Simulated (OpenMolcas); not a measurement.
**Lu: effect of the active space**

* Program: OpenMolcas 26.06
* Method: MS-CASPT2 or its RAS form, IPEA 0.25 Eh, imaginary shift 0.1 Eh
* Basis: ANO-RCC-VTZP
* Scalar Hamiltonian: DKH2, point nucleus
* Spin-orbit coupling: state interaction with AMFI integrals over the reference wave functions, term energies averaged over their components

A. 3 electrons in 6 orbitals (5d 6s); 2S+1 = 4 even, 20 roots (10 in the spin-orbit step); 2S+1 = 2 even, 29 roots; closed shells correlated: 5s 5p; CASPT2 step about 21 core-seconds
B. 3 electrons in 9 orbitals (RAS2 5d 6s; RAS3 6p, at most 2 electrons); 2S+1 = 2 even, 30 roots; 2S+1 = 4 even, 13 roots kept (CI in the orbitals of an earlier block); 2S+1 = 2 odd, 33 roots; 2S+1 = 4 odd, 15 roots kept (CI in the orbitals of an earlier block); closed shells correlated: 5s 5p; CASPT2 step about 2.5 core-minutes

Energies in eV above 5d 6s² ²D_3/2, the measured ground level; measured values from NIST Handbook of Basic Atomic Spectroscopic Data.

```
               Level       A       B  Measured
       5d 6s² ²D_3/2  0.0000  0.0000    0.0000
       5d 6s² ²D_5/2  0.2428  0.2301    0.2472
       5d² 6s ⁴F_3/2   2.211   2.319    2.3373
       5d² 6s ⁴F_5/2   2.291   2.402    2.4057
       5d² 6s ⁴F_7/2   2.409   2.527    2.5103
       5d² 6s ⁴F_9/2   2.546   2.670    2.6337
5d² 6s ²F_5/2 [61 %]   3.168   3.238          
       5d² 6s ²D_3/2   3.186   3.008    3.0399
       5d² 6s ²F_7/2   3.401   3.381          
       5d² 6s ²G_9/2   3.582   3.653    3.3068
       5d² 6s ²G_7/2   3.611   3.661          
       5d² 6s ²P_3/2   3.701   3.776    3.7118
```

Deviations, from unrounded energies. A percentage is the sum of absolute deviations over the sum of measured energies, with the sign that they share, or ± where signs differ.

| Against measurement | Levels | A | B |
| --- | --- | --- | --- |
| mean absolute deviation (cm-1) | 8 | 870 | 540 |
| fine structure of the ground term (%) | 1 | -1.8 | -6.9 |
| other configurations (%) | 7 | ±4.3 | ±2.6 |

B lies closest to measurement on these levels. The largest miss of B in the table is 5d² 6s ²G_9/2, by +2800 cm-1. The ranking rests on the paired levels alone, and a cruder setting can come out closer through cancelling errors.

Between A and B the level of the table that moves most is 5d² 6s ²D_3/2, by 1400 cm-1 (lowest in B, highest in A). Moves below CASPT2's spread within the term are not significant.

Term energies are means over components that CASPT2 splits; among the terms shown or strongly mixed into the levels shown the widest spread is 800 cm-1 (5d² 6s ²F, A). A single d shell beside an s shell can misplace configurations of different d count against each other. Some high roots are left out of the spin-orbit mixing, which shifts the levels that they would mix with (holds for A). The CASPT2 spread within a term exceeds the gap to the next term for 5d² 6s ²G and 5d² 6s ²P, so the order of their levels is uncertain (holds for A). Terms from blocks run as CI alone lack orbitals of their own (holds for B). Computed and measured levels are paired by configuration, term and J; levels that our copy of the source lacks, or whose pairing is in doubt (as where it misses far off the trend of its configuration), stay unpaired and out of the deviations. Levels of configurations outside the active space are missing. Levels that lie high or do not pair safely by name in every column are left out.

A share in square brackets marks a mixed level and gives the weight of the term that names it, the lowest over the columns.
